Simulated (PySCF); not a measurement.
NaF, SMILES [F][Na].

Coordinates come from a B3LYP-D3(BJ)/def2-TZVPD optimisation.

Two levels are set side by side: PBE/def2-TZVPD (PySCF) and CAM-B3LYP/def2-TZVPD (PySCF). Same geometry, gas phase. Differences are taken from unrounded values.

| quantity | CAM-B3LYP | PBE | PBE minus CAM-B3LYP |
|---|---|---|---|
| orbital gap (eV) | 7.38 | 3.07 | -4.31 |
| highest occupied level (eV) | -8.46 | -5.08 | 3.38 |
| lowest empty level (eV) | -1.08 | -2.01 | -0.93 |
| dipole moment (D) | 8.08 | 7.81 | -0.28 |
| mean polarisability (bohr³) | 12.9 | 17.6 | 4.7 |

Without exact exchange PBE keeps part of each electron's self-repulsion, which lifts occupied levels and narrows the gap. PBE's more diffuse valence density responds more strongly to a field. Differences between two approximate levels are no errors against the true value.

Rough cost on one machine, each run with all the roots and properties that it gave: CAM-B3LYP against PBE within a factor of 2.
